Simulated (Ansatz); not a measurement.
Ge2H2. The state is a singlet with charge 0. Geometry r2SCAN-D4/def2-TZVP.

| atom | x (Å) | y (Å) | z (Å) |
| --- | --- | --- | --- |
| Ge1 | -0.1116 | -1.0215 | -0.7011 |
| Ge2 | -0.2974 | 0.4701 | 1.1127 |
| H3 | 1.0877 | -0.0883 | 0.1841 |
| H4 | -0.6787 | 0.6397 | -0.5957 |

The 6-31G sets use Cartesian d functions. B3LYP takes the VWN-RPA correlation. The structure comes from a short search, and lower isomers may exist.

**Question.** Estimate the orbital energies around the gap (eV) in Ansatz with PBE-D4/def2-TZVPD, r2SCAN-D4/def2-TZVPD, r2SCANh-D4/def2-TZVP, B3LYP-D4/6-31G, BHLYP-D4/def2-TZVP.

**Answer.** 
```json
{"orbital": "HOMO−13", "PBE-D4/def2-TZVPD": "-29.79", "r2SCAN-D4/def2-TZVPD": "-30.58", "r2SCANh-D4/def2-TZVP": "-32.03", "B3LYP-D4/6-31G": "-31.42", "BHLYP-D4/def2-TZVP": "-37.49"}
{"orbital": "HOMO−12", "PBE-D4/def2-TZVPD": "-29.73", "r2SCAN-D4/def2-TZVPD": "-30.51", "r2SCANh-D4/def2-TZVP": "-31.97", "B3LYP-D4/6-31G": "-31.36", "BHLYP-D4/def2-TZVP": "-37.44"}
{"orbital": "HOMO−11", "PBE-D4/def2-TZVPD": "-29.72", "r2SCAN-D4/def2-TZVPD": "-30.50", "r2SCANh-D4/def2-TZVP": "-31.95", "B3LYP-D4/6-31G": "-31.36", "BHLYP-D4/def2-TZVP": "-37.42"}
{"orbital": "HOMO−10", "PBE-D4/def2-TZVPD": "-29.69", "r2SCAN-D4/def2-TZVPD": "-30.47", "r2SCANh-D4/def2-TZVP": "-31.93", "B3LYP-D4/6-31G": "-31.30", "BHLYP-D4/def2-TZVP": "-37.39"}
{"orbital": "HOMO−9", "PBE-D4/def2-TZVPD": "-29.65", "r2SCAN-D4/def2-TZVPD": "-30.43", "r2SCANh-D4/def2-TZVP": "-31.88", "B3LYP-D4/6-31G": "-31.23", "BHLYP-D4/def2-TZVP": "-37.35"}
{"orbital": "HOMO−8", "PBE-D4/def2-TZVPD": "-29.60", "r2SCAN-D4/def2-TZVPD": "-30.39", "r2SCANh-D4/def2-TZVP": "-31.84", "B3LYP-D4/6-31G": "-31.23", "BHLYP-D4/def2-TZVP": "-37.32"}
{"orbital": "HOMO−7", "PBE-D4/def2-TZVPD": "-29.55", "r2SCAN-D4/def2-TZVPD": "-30.33", "r2SCANh-D4/def2-TZVP": "-31.78", "B3LYP-D4/6-31G": "-31.22", "BHLYP-D4/def2-TZVP": "-37.26"}
{"orbital": "HOMO−6", "PBE-D4/def2-TZVPD": "-29.49", "r2SCAN-D4/def2-TZVPD": "-30.27", "r2SCANh-D4/def2-TZVP": "-31.73", "B3LYP-D4/6-31G": "-31.19", "BHLYP-D4/def2-TZVP": "-37.21"}
{"orbital": "HOMO−5", "PBE-D4/def2-TZVPD": "-29.42", "r2SCAN-D4/def2-TZVPD": "-30.19", "r2SCANh-D4/def2-TZVP": "-31.64", "B3LYP-D4/6-31G": "-31.15", "BHLYP-D4/def2-TZVP": "-37.11"}
{"orbital": "HOMO−4", "PBE-D4/def2-TZVPD": "-15.14", "r2SCAN-D4/def2-TZVPD": "-15.78", "r2SCANh-D4/def2-TZVP": "-16.43", "B3LYP-D4/6-31G": "-17.07", "BHLYP-D4/def2-TZVP": "-18.64"}
{"orbital": "HOMO−3", "PBE-D4/def2-TZVPD": "-9.70", "r2SCAN-D4/def2-TZVPD": "-10.01", "r2SCANh-D4/def2-TZVP": "-10.43", "B3LYP-D4/6-31G": "-10.63", "BHLYP-D4/def2-TZVP": "-11.89"}
{"orbital": "HOMO−2", "PBE-D4/def2-TZVPD": "-8.78", "r2SCAN-D4/def2-TZVPD": "-9.17", "r2SCANh-D4/def2-TZVP": "-9.58", "B3LYP-D4/6-31G": "-9.96", "BHLYP-D4/def2-TZVP": "-10.99"}
{"orbital": "HOMO−1", "PBE-D4/def2-TZVPD": "-7.08", "r2SCAN-D4/def2-TZVPD": "-7.38", "r2SCANh-D4/def2-TZVP": "-7.72", "B3LYP-D4/6-31G": "-7.89", "BHLYP-D4/def2-TZVP": "-8.88"}
{"orbital": "HOMO", "PBE-D4/def2-TZVPD": "-4.88", "r2SCAN-D4/def2-TZVPD": "-5.10", "r2SCANh-D4/def2-TZVP": "-5.40", "B3LYP-D4/6-31G": "-5.57", "BHLYP-D4/def2-TZVP": "-6.42"}
{"orbital": "LUMO", "PBE-D4/def2-TZVPD": "-2.69", "r2SCAN-D4/def2-TZVPD": "-2.60", "r2SCANh-D4/def2-TZVP": "-2.28", "B3LYP-D4/6-31G": "-2.10", "BHLYP-D4/def2-TZVP": "-0.95"}
{"orbital": "LUMO+1", "PBE-D4/def2-TZVPD": "-2.49", "r2SCAN-D4/def2-TZVPD": "-2.44", "r2SCANh-D4/def2-TZVP": "-2.14", "B3LYP-D4/6-31G": "-1.97", "BHLYP-D4/def2-TZVP": "-0.88"}
{"orbital": "LUMO+2", "PBE-D4/def2-TZVPD": "-0.73", "r2SCAN-D4/def2-TZVPD": "-0.43", "r2SCANh-D4/def2-TZVP": "-0.05", "B3LYP-D4/6-31G": "0.03", "BHLYP-D4/def2-TZVP": "1.12"}
{"orbital": "LUMO+3", "PBE-D4/def2-TZVPD": "-0.51", "r2SCAN-D4/def2-TZVPD": "0.05", "r2SCANh-D4/def2-TZVP": "0.79", "B3LYP-D4/6-31G": "0.69", "BHLYP-D4/def2-TZVP": "1.75"}
{"orbital": "LUMO+4", "PBE-D4/def2-TZVPD": "-0.02", "r2SCAN-D4/def2-TZVPD": "0.57", "r2SCANh-D4/def2-TZVP": "1.06", "B3LYP-D4/6-31G": "1.23", "BHLYP-D4/def2-TZVP": "1.92"}
{"orbital": "LUMO+5", "PBE-D4/def2-TZVPD": "1.14", "r2SCAN-D4/def2-TZVPD": "1.79", "r2SCANh-D4/def2-TZVP": "3.81", "B3LYP-D4/6-31G": "2.96", "BHLYP-D4/def2-TZVP": "4.74"}
```
